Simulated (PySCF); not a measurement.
# Calculated properties of heptachlorodialuminate anion (`[Cl][Al-]([Cl])([Cl])[Cl+][Al-]([Cl])([Cl])[Cl]`)

Heptachlorodialuminate anion, Al₂Cl₇ (charge -1).
Geometry (PBE0-D3(BJ)/def2-SVP, Å), atoms numbered from 1 in this order:
```
atom  x, y, z in Å
Cl1    0.065    2.351   -0.908
Al2   -1.578    1.049   -0.613
Cl3   -2.734    1.461    1.124
Cl4   -2.760    0.743   -2.357
Cl5   -0.739   -1.048   -0.192
Al6    1.560   -1.089   -0.130
Cl7    2.151    0.207    1.441
Cl8    1.889   -3.152    0.307
Cl9    2.203   -0.538   -2.074
```

From PBE0-D3(BJ)/def2-SVP geometry optimisation, gas phase (PySCF):

```yaml
Rotational_constants_A_B_C: 0.597, 0.266, 0.260 GHz
```

**wB97X-D/def2-SVPD ground state, ΔSCF and vertical TDDFT (core frozen in the response) (PySCF)**

```yaml
HOMO_energy: -7.32 eV
LUMO_energy: 3.82 eV
HOMO–LUMO_gap: 11.14 eV
Lowest_singlet_excitation: 7.45 eV (166 nm, f = 0.000)
Strongest_line_among_the_10_lowest_singlet_transitions: S7 at 8.04 eV (154 nm, f = 0.462)
Lowest_triplet_excitation_Tamm–Dancoff: 7.27 eV
Static_isotropic_polarisability: 145.2 au
Vertical_electron_detachment_energy: 7.49 eV
Electronic_spatial_extent_⟨r²⟩_about_the_centre_of_nuclear_charge: 4377 bohr²
```

**HF/pcSseg-1 ground state and GIAO shieldings, non-relativistic (PySCF)**

```yaml
Isotropic_shieldings_of_nuclei_other_than_C_and_H_by_class: 495 (Al2/Al6), 912 (Cl5), 985 (Cl1/Cl3/Cl4/Cl7/Cl8/Cl9) ppm
```

**delta-SCF UKS SCAN, pcX-2 on the ionised atom, pcseg-1 elsewhere, spin-free X2C; 2p3/2 from a spin–orbit splitting computed afterwards within the 2p shell (PySCF)**

```yaml
Core_binding_energies: Cl2p3/2 202.3 (Cl1/Cl3/Cl4/Cl7/Cl8/Cl9), Cl2p3/2 203.5 (Cl5), Al1s 1565.4 (Al2/Al6), Cl1s 2824.9 (Cl1/Cl3/Cl4/Cl7/Cl8/Cl9), Cl1s 2826.1 (Cl5) eV
```

Monoisotopic mass of the ion (most abundant isotopes, electron mass counted): 298.7456 u.

With B = h/(8π²I), that is 505.379 GHz u Å² over I, the principal moments of inertia are 847.0, 1898.5 and 1944.9 u Å² (most abundant isotopes); the inertial defect Ic − Ia − Ib is -800.6 u Å² (zero for a rigid planar frame, negative otherwise). The ΔSCF detachment energy exceeds −ε(HOMO) by 0.17 eV with wB97X-D. The polarisability is 21.52 Å³ as a volume (1 au = 0.148185 Å³), or 0.99 au for each of the 146 electrons. S1 lies 3.69 eV below the HOMO–LUMO gap; its leading configuration is HOMO→LUMO, weight 0.61. The principal polarisabilities are 137.3, 141.3 and 157.1 au; their mean is the isotropic value.

 NMR classes are plain means over equivalent atoms (diastereotopic ones count apart unless rotation or inversion swaps them), as if these changed places fast; in this geometry the members of some classes differ. No diffuse functions stand in pcSseg-1, which bears on an anion's orbital energies.
